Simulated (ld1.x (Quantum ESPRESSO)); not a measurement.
**Pb (Z = 82): one change to a TM potential, before and after**

```
Element                 : Pb (Z = 82)
Generator               : ld1.x (Quantum ESPRESSO) 7.5
Type                    : norm-conserving Troullier–Martins (Kleinman–Bylander form)
Functional              : PBEsol
Relativity              : scalar-relativistic
Frozen core             : [Xe] 4f14 5d10
Valence charge          : 4
Reference configuration : 6s2 6p2
Partial waves           : 6s (bound): rc 1.80 bohr; 6p (bound): rc 2.70 bohr; 6d channel at 0.35 Ry: rc 2.90 bohr
Local potential         : the d channel
Core correction         : a·sin(br)/r model core, default radius (core density twice the valence density)
```

Change: all radii but the core radius scaled by about 1.33 (s 2.40, p 3.58, d 3.86 bohr).

Cutoffs: the cutoffs (Ry, on a coarse ladder) from which the occupation-weighted sum of valence levels, in a spherical-Bessel basis at the reference potential, stays within 10 and 1 mRy of its value at 400 Ry; they do not see the model core or the augmentation charge, which bear on the density cutoff. Errors are all-electron minus pseudo energies relative to the spin-unpolarised reference configuration.

What does the change do?

The potential gets softer (21 Ry and 50 Ry → 18 Ry and 30 Ry); the bound ghost in p, s disappears; of the 7 tests that both files solve, the error grows in 0 and shrinks in 5 by more than 15 % and 0.3 meV (median size 164.0 → 74.9 meV). A larger radius leaves more room for a smooth pseudo-wave, so fewer plane waves are needed. That the errors move this way runs against the usual rule that smaller radii transfer better.

| quantity | base | changed |
| --- | --- | --- |
| cutoff, loose | 21 Ry | 18 Ry |
| cutoff, tight | 50 Ry | 30 Ry |
| loose cutoff by channel (10 mRy a level) | s 12 Ry, p 8 Ry | s 10 Ry, p 6 Ry |
| bound ghosts | s, p | none |
| error for 6s2 6p1, meV [ΔE 6.60 eV] | -34 | -23 |
| error for 6s2 6p0, meV [ΔE 20.04 eV] | -170 | -161 |
| error for 6s1 6p0, meV [ΔE 52.52 eV] | -753 | -729 |
| error for 6s2 6p1.5, meV [ΔE 2.50 eV] | -7.4 | -4.4 |
| error for 6s0 6p4, meV [ΔE 17.91 eV] | -235 | -85 |
| error for 6s1 6p2, meV [ΔE 16.18 eV] | -164 | -75 |
| error for 6s1 6p3, meV [ΔE 8.77 eV] | -59 | -22 |

 A true bound ghost makes a file unfit for plane-wave use even where its test errors are small: the radial tests pick states by their node count and pass the ghost by.
